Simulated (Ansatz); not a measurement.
These are frozen-core CCSD(T)/cc-pVTZ // PBE0-D3(BJ)/def2-TZVP in Ansatz (a first-principles code) values and carry that method's errors.

Ansatz 0.2 input:
```yaml
crystal:
  periodic: [false, false, false]
  atoms:
    - { symbol: Al, position_ang: [-0.000001, -0.000004, -0.000178] }
    - { symbol: H, position_ang: [1.583109, -0.092191, -0.000535] }
    - { symbol: H, position_ang: [-0.871409, -1.324916, 0.00028] }
    - { symbol: H, position_ang: [-0.711701, 1.417112, 0.000433] }
basis:
  gaussian: { orbitals: cc-pVTZ }
correlation:
  method: ccsd_t
```

Output:

```
Functional definition: HF
442 factors; integrals over basis functions are off by at most 1.3e-3 eV
mean field evaluation 1: about -6629.4533 eV, gradient 8.7e0 eV
mean field evaluation 2: about -6629.4592 eV, gradient 8.7e0 eV
mean field evaluation 4: about -6629.8987 eV, gradient 3.4e-1 eV
mean field evaluation 8: about -6629.8989 eV, gradient 7.3e-5 eV
mean field -6629.89886109 eV, -243.6442892381 hartree, gradient 1.8e-6 eV, S^2 0.000000; 0 other end points of the search recorded, 0 dependent functions left out
5 core orbitals not correlated
reference -6629.89886109 eV, -243.6442892381 hartree; 3, 3 occupied and 68, 68 virtual orbitals, 442 factors
second order -2.55337847 eV of doubles, -0.00000000 eV of singles
cycle   1  -3.00689497 eV  change   -4.5e-1 eV  update   5.1e-2
cycle   2  -3.19363242 eV  change   -1.9e-1 eV  update   1.8e-2
cycle   3  -3.19736686 eV  change   -3.7e-3 eV  update   3.4e-3
cycle   4  -3.19728348 eV  change    8.3e-5 eV  update   1.1e-3
cycle   5  -3.19703444 eV  change    2.5e-4 eV  update   3.2e-4
cycle   6  -3.19700050 eV  change    3.4e-5 eV  update   6.5e-5
cycle   7  -3.19702746 eV  change   -2.7e-5 eV  update   1.8e-5
cycle   8  -3.19703062 eV  change   -3.2e-6 eV  update   5.1e-6
perturbative correction -0.04281918 eV, -0.0015735759 hartree
Total energy: -6633.13871089 eV, -243.7633515224 hartree
```

Cost: very roughly 1.1 core-seconds.
